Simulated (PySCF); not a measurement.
C2H4F2OSi, SMILES C(F)(C(=O)[SiH3])F.

The structure is a stationary point at B3LYP-D3(BJ)/def2-SVP. The values are those of a single conformer.

Method: PySCF 2.14.0 with TDA-PBE/def2-SVPD.

Vertical excitations. Gas-phase values at a fixed geometry.

Computed excitation energies, oscillator strengths and character:
```
state  energy (eV)  λ (nm)      f                                                             main pairs
-----  -----------  ------  -----  ---------------------------------------------------------------------
S1            3.17     391  0.001                                                        HOMO→LUMO 100 %
S2            5.55     223  0.005                                                       HOMO−2→LUMO 98 %
S3            5.76     215  0.007                                     HOMO−1→LUMO 76 %, HOMO→LUMO+1 20 %
S4            5.97     208  0.000                                                       HOMO−3→LUMO 99 %
S5            6.03     206  0.001                                     HOMO→LUMO+2 60 %, HOMO→LUMO+1 31 %
S6            6.21     200  0.139  HOMO→LUMO+2 38 %, HOMO→LUMO+1 36 %, HOMO→LUMO+3 15 %, HOMO−1→LUMO 9 %
S7            6.63     187  0.216                                                       HOMO→LUMO+3 72 %
S8            6.80     182  0.001                                                       HOMO→LUMO+4 98 %
S9            6.92     179  0.009                   HOMO−4→LUMO 54 %, HOMO→LUMO+5 24 %, HOMO−6→LUMO 21 %
S10           6.97     178  0.004                   HOMO→LUMO+5 70 %, HOMO−6→LUMO 12 %, HOMO−4→LUMO 11 %
T1            2.49     499      0                                                        HOMO→LUMO 100 %
T2            5.20     239      0                                                       HOMO−1→LUMO 91 %
T3            5.41     229      0                                                       HOMO−2→LUMO 98 %
T4            5.67     219      0                                                       HOMO→LUMO+1 98 %
```
Triplets are in the Tamm–Dancoff approximation.
